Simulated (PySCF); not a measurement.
**Working with the constants of SnH⁺**

PBE0 constants of SnH⁺, ¹Σ⁺ (singlet), closed shell (Sn cc-pVTZ-PP with ECP28, H cc-pVTZ; scalar-relativistic core potentials (PySCF 2.14); masses 119.9022 and 1.0078 u):

- ωe: 1830.1 cm⁻¹
- ωexe: 23.6 cm⁻¹
- Be: 5.4137 cm⁻¹
- αe: 0.120 cm⁻¹
- D (centrifugal): 0.000190 cm⁻¹
- De to Sn⁺ + H: 2.69 eV

Task: Give the vibrational terms G(v) and spacings up to v = 6.

Result: G(v) = ωe(v+½) − ωexe(v+½)².

```csv
v,G(v) (cm⁻¹),G(v) − G(v−1),Bv (cm⁻¹)
0,909,,5.354
1,2692,1783,5.234
2,4428,1736,5.114
3,6116,1688,4.994
4,7758,1641,4.874
5,9352,1594,4.754
6,10899,1547,4.634
```

Task: How well does the Morse estimate ωe²/(4ωexe) reproduce De, and what is D0?

Result: It gives 4.40 eV, 164 % of the computed De. D0 = De − G(0) = 2.69 − 0.11 = 2.58 eV.

These are scalar-relativistic numbers at best; spin–orbit coupling would shift them, the dissociation energy most. For an ion De counts to the pair picked by the measured ionisation energies or electron affinities, which need not be the lowest pair at this level.
